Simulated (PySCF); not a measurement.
These are PBE-D3(BJ)/def2-TZVP // B3LYP-D3(BJ)/def2-TZVP (PySCF) values and carry that method's errors. Gas-phase values, no solvent. One relaxed conformer stands for a flexible species; it need not be the lowest. Excitations are Tamm–Dancoff values on a coarser integration grid. The basis has no diffuse functions, so Rydberg states are missing or too high.

Reference species (SMILES): `ClB(S)S` (H–S–B–Cl torsion 180°, Cl–B–S–H torsion 0°) (neutral, multiplicity 1).

- S1 excitation (TDA) = 5.59 eV
- brightest of the four lowest singlets (TDA) = 5.64 eV
- LUMO = -1.90 eV

Changed species: `SB(S)S` (3 of 3 Cl replaced by SH; the reference has 2 of 3 Cl replaced by SH).

Task: What does the change do to the S1 excitation (TDA), brightest of the four lowest singlets (TDA) and LUMO?

Result: the S1 excitation (TDA) decreases by 0.36 eV, to 5.23 eV; the brightest of the four lowest singlets (TDA) rises by 0.03 eV, to 5.67 eV; the LUMO goes up by 0.31 eV, to -1.59 eV.
